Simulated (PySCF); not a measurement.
Job file and geometry (Å, from GFN2-xTB) of an NMR shielding run on [C₄H₄FO₄]-, PySCF 2.14.0, density-fitted response routines, GIAO PBE0/pcSseg-1 NMR shielding, non-relativistic, gas phase; density fitting, a coarse starting grid and PySCF grid level 2 are the driver's defaults:

```
$ OMP_NUM_THREADS=1 python probes_run.py task.json out

{"job": {"kind": "nmr", "xc": "PBE0", "basis": "pcSseg-1"}, "charge": -1, "multiplicity": 1}
O      2.004117    -0.155914     1.093498
C      1.461500     0.727308     0.445558
O      1.019579     0.458713    -0.888204
C      0.270220    -0.701455    -0.865134
F      0.183840    -1.182332    -2.162713
C     -1.118004    -0.421460    -0.320982
C     -1.070698     0.484970     0.938601
O     -0.003995     1.156258     1.170188
O     -2.079739     0.563575     1.617704
H      1.872333     1.755766     0.392596
H      0.796639    -1.478835    -0.284440
H     -1.684302     0.131887    -1.075904
H     -1.655880    -1.337996    -0.078496
```

**Question.** What does the program print?

**Answer.** 
```
coarse grid: 12256 points
cycle   1  E = -554.5525597600  dE =  1.708e+00  |g| = 1.402e+00  |ddm| = 3.330e+00
cycle   2  E = -553.8777567255  dE =  6.748e-01  |g| = 2.392e+00  |ddm| = 2.979e+00
cycle   3  E = -554.8706850923  dE = -9.929e-01  |g| = 3.971e-01  |ddm| = 2.185e+00
cycle   4  E = -554.8982177726  dE = -2.753e-02  |g| = 1.307e-01  |ddm| = 3.727e-01
cycle   5  E = -554.9007632999  dE = -2.546e-03  |g| = 4.497e-02  |ddm| = 9.805e-02
cycle   6  E = -554.9011501634  dE = -3.869e-04  |g| = 1.166e-02  |ddm| = 3.619e-02
cycle   7  E = -554.9011716388  dE = -2.148e-05  |g| = 3.989e-03  |ddm| = 9.347e-03
cycle   8  E = -554.9011744233  dE = -2.784e-06  |g| = 8.902e-04  |ddm| = 3.196e-03
final grid: 122760 points
cycle   9  E = -555.0023660735  dE = -1.865e-05  |g| = 1.567e-02  |ddm| = 2.443e-02
cycle  10  E = -555.0023019282  dE =  6.415e-05  |g| = 2.470e-02  |ddm| = 2.484e-02
cycle  11  E = -555.0024066582  dE = -1.047e-04  |g| = 2.367e-03  |ddm| = 1.606e-02
cycle  12  E = -555.0024076389  dE = -9.807e-07  |g| = 3.949e-04  |ddm| = 1.756e-03
cycle  13  E = -555.0024076602  dE = -2.131e-08  |g| = 2.019e-04  |ddm| = 3.831e-04
cycle  14  E = -555.0024076671  dE = -6.880e-09  |g| = 4.166e-05  |ddm| = 1.409e-04
cycle  15  E = -555.0024076674  dE = -2.772e-10  |g| = 1.457e-05  |ddm| = 4.320e-05
converged SCF energy = -555.0024076674

GIAO shielding tensors (ppm)
atom      isotropic    diamagn.    paramagn.     s11        s22        s33       span
  0 O      100.397     400.905    -300.509    -31.852     54.031    279.011    310.862
  1 C       57.264     237.787    -180.523    -14.038     59.306    126.523    140.560
  2 O      156.061     402.659    -246.598     58.036    146.967    263.179    205.143
  3 C       76.916     242.274    -165.358     48.944     67.659    114.146     65.201
  4 F      347.157     473.525    -126.368    268.544    370.767    402.161    133.618
  5 C      144.096     252.887    -108.791    126.458    137.722    168.108     41.650
  6 C       15.806     244.029    -228.223    -67.475     35.082     79.810    147.285
  7 O      -27.762     407.061    -434.823   -166.482    -97.401    180.598    347.080
  8 O      -67.394     401.396    -468.790   -316.989   -143.520    258.326    575.315
  9 H       24.177      27.627      -3.451     21.396     22.069     29.065      7.669
 10 H       24.777      30.065      -5.289     21.661     25.462     27.207      5.546
 11 H       29.727      30.504      -0.777     26.943     29.111     33.127      6.185
 12 H       29.802      31.168      -1.366     26.587     29.192     33.627      7.040
```

Size and cost of the density-fitted run: 173 basis functions, 23 s wall time on 1 thread of an Arm Neoverse V2, shared host; peak memory 0.77 GiB.
